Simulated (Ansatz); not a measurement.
(HZn-mu-OH)2 (Zn2O2H4). Total charge 0; triplet. Geometry r2SCAN-D4/def2-SVP, that of the neutral singlet; atoms count from 1.

```csv
atom,x (Å),y (Å),z (Å)
Zn1,1.414,0.440,0.032
H2,2.873,0.892,0.064
O3,-0.261,0.899,-0.808
Zn4,-1.414,-0.439,-0.032
H5,-2.873,-0.894,-0.066
O6,0.261,-0.898,0.809
H7,-0.464,1.597,-1.437
H8,0.464,-1.597,1.437
```

At PBE0-D4/def2-TZVP a singlet of charge 0 lies 6.17 eV below the triplet at the same geometry.

(1) Estimate the Mulliken populations from the PBE0/def2-TZVP orbitals of Ansatz.

(2) Where does the spin sit?

(3) And the Mayer bond orders between heavy atoms (over 0.3)?

Results:

(1) 
| atom | charge (e) | spin (α − β) | d electrons |
| --- | --- | --- | --- |
| Zn1 | 0.22 | 0.47 | 10.00 |
| H2 | 0.05 | 0.40 | – |
| O3 | -0.52 | 0.01 | – |
| Zn4 | 0.22 | 0.47 | 10.00 |
| H5 | 0.05 | 0.40 | – |
| O6 | -0.52 | 0.01 | – |
| H7 | 0.25 | 0.12 | – |
| H8 | 0.25 | 0.12 | – |
Mulliken values depend strongly on the basis.

(2) Summed by element: Zn 0.94, H 1.05, O 0.01, of 2 unpaired in all. Largest on single atoms: Zn4 0.47, Zn1 0.47, H5 0.40.

(3) Zn1–O3 0.37 (1.93 Å); Zn1–Zn4 0.60 (2.96 Å); Zn1–O6 0.37 (1.93 Å); O3–Zn4 0.37 (1.93 Å); Zn4–O6 0.37 (1.93 Å).
